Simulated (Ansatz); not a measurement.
PBE exchange is replaced step by step with exact exchange (0 % is PBE, 25 % PBE0; no dispersion term), basis def2-SVP, Ansatz. System: Te2Se3. Total charge 0; singlet. Geometry: PBE-D4/def2-SVP, each spin state at its own.

The relaxed triplet has other bonds than the singlet, so its gap is one between isomers.

Geometry of the singlet:

```xyz
5

Se    0.1044   -0.9661    1.8350
Se    1.1022    1.2777    1.2098
Se   -1.5375    0.2996   -1.3794
Te   -0.5402   -1.8917   -0.3907
Te    0.8711    1.2805   -1.2747
```

In the def2 sets Te takes a core potential; there is no spin–orbit coupling. The structure comes from a short search, and lower isomers may exist.

```json
{"exact exchange (%)": "10", "HOMO (eV)": "-5.42", "LUMO (eV)": "-3.23", "gap (eV)": "2.19", "triplet − singlet (kJ/mol)": "74.9", "quintet − singlet (kJ/mol)": "181.8"}
{"exact exchange (%)": "15", "HOMO (eV)": "-5.63", "LUMO (eV)": "-3.13", "gap (eV)": "2.50", "triplet − singlet (kJ/mol)": "75.2", "quintet − singlet (kJ/mol)": "185.8"}
```

(1) Estimate the row for 40 %.

Answers

(1) 
```csv
exact exchange (%),HOMO (eV),LUMO (eV),gap (eV),triplet − singlet (kJ/mol),quintet − singlet (kJ/mol)
40,-6.67,-2.55,4.12,76.3,208.7
```
